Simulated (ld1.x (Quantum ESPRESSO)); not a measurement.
Reading a pseudo-wave (calcium (Ca))

Columns: radius, all-electron u(r) and pseudo u(r) of the 3s shell (level -47.44 eV) of calcium in the configuration [Ne] 3s2 3p6 3d0 4s1.75 4p0.25; PBE, scalar-relativistic, TM semilocal scheme, ld1.x (Quantum ESPRESSO) 7.5.

| r (bohr) | all-electron | pseudo |
| --- | --- | --- |
| 0.158 | -0.3321 | 0.1740 |
| 0.315 | -0.4483 | 0.3504 |
| 0.473 | 0.0840 | 0.5332 |
| 0.630 | 0.6002 | 0.7144 |
| 0.788 | 0.9138 | 0.8748 |
| 0.945 | 1.0298 | 0.9760 |
| 1.102 | 1.0121 | 0.9884 |
| 1.260 | 0.9195 | 0.9155 |
| 1.418 | 0.7949 | 0.7948 |
| 1.575 | 0.6655 | 0.6655 |
| 1.732 | 0.5444 | 0.5444 |
| 1.890 | 0.4373 | 0.4373 |
| 2.047 | 0.3474 | 0.3474 |
| 2.205 | 0.2729 | 0.2729 |
| 2.362 | 0.2132 | 0.2132 |
| 2.520 | 0.1652 | 0.1652 |
| 2.678 | 0.1275 | 0.1275 |
| 2.835 | 0.0982 | 0.0982 |
| 2.992 | 0.0755 | 0.0755 |
| 3.150 | 0.0578 | 0.0578 |
| 3.308 | 0.0442 | 0.0442 |
| 3.465 | 0.0337 | 0.0337 |
| 3.622 | 0.0257 | 0.0257 |
| 3.780 | 0.0195 | 0.0195 |
| 3.938 | 0.0148 | 0.0148 |
| 4.095 | 0.0113 | 0.0113 |

(1) How many radial nodes do the two functions have?

(2) At about which radius was the pseudo-wave matched?

(3) Where does each function peak?

(4) Is the pseudo-wave norm-conserving?

Answers

(1) The all-electron 3s function has n − l − 1 = 2 (the table is too coarse to show those close to the nucleus); the pseudo-wave has 0, since the states of the same l below it are removed with the core.

(2) 1.55 bohr, where the columns begin to agree (steps of 0.16 bohr).

(3) Outermost all-electron maximum near 0.94 bohr, pseudo maximum near 1.10 bohr (to the table’s step).

(4) Yes: the TM semilocal scheme keeps the norm inside the radius equal to the all-electron one, which fixes the energy derivative of the logarithmic derivative at the level.
